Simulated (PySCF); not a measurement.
Input and output

DyO(OH) (singlet in the valence; each metal's 4f electrons, 9 of them, lie in its core potential, out of spins and levels). PySCF 2.14.0, RKS PBE0, Dy lcecp-1-SVP with ECP55, O def2-SVP, H def2-SVP; non-relativistic Hamiltonian with scalar-relativistic core potentials where named; density fitting; no spin-orbit coupling. Purpose: finer grid at the relaxed geometry.

```python
mol = gto.M(atom='''
Dy    -0.01439    -0.04181    -0.41856
O      1.24122     0.02977     0.91550
O     -1.92808     0.02352     0.33444
H     -2.37547     0.07728     1.18171''',
    basis={'Dy': 'lcecp-1-SVP', 'O': 'def2-SVP', 'H': 'def2-SVP'},
    ecp={'Dy': 'lcecp-1-SVP'},
    charge=0, spin=0)
mf = dft.RKS(mol, xc='PBE0')
mf.grids.atom_grid = (75, 302)  # f atoms: unpruned, at least (60, 302)
mf = mf.density_fit()  # fitting sets: Dy AutoAux, O def2-universal-JKFIT, H def2-universal-JKFIT
mf.conv_tol = 1e-09; mf.max_cycle = 55
mf.kernel(dm0)  # dm0: converged density of the relaxed state
mf.nuc_grad_method().kernel()
```

Run from Python with OMP_NUM_THREADS=2; the lines above give its settings. Where DIIS fails, smearing, a level shift and second-order steps follow.
It took 4.8 s on 2 threads of AMD EPYC 7B13 (Zen 3), on a shared host, with gradient, populations and further properties, from an already converged density.

Task: Where do the frontier levels lie, over both spins?

Result: HOMO -6.28 eV, LUMO -2.08 eV. The 4f levels lie in the core potential and are missing.

Task: What are the Mulliken charges and spins?

Result: 
```csv
atom,charge (e),spin (e)
Dy1,0.794,0.000
O2,-0.460,0.000
O3,-0.525,0.000
H4,0.192,0.000
```
The spin of the 4f electrons in the core isn't counted.

Task: What forces act on the atoms (eV/Å)?

Result: 
```
Dy   0.00 -0.01  0.00
O    0.00  0.01  0.00
O    0.01 -0.01 -0.01
H   -0.01  0.00  0.01
```
Forces carry noise of the integration grid, about 0.01 to 0.03 eV/Å.

An lcecp potential fixes the number of 4f electrons, so in runs with it no electron can move into or out of that shell.
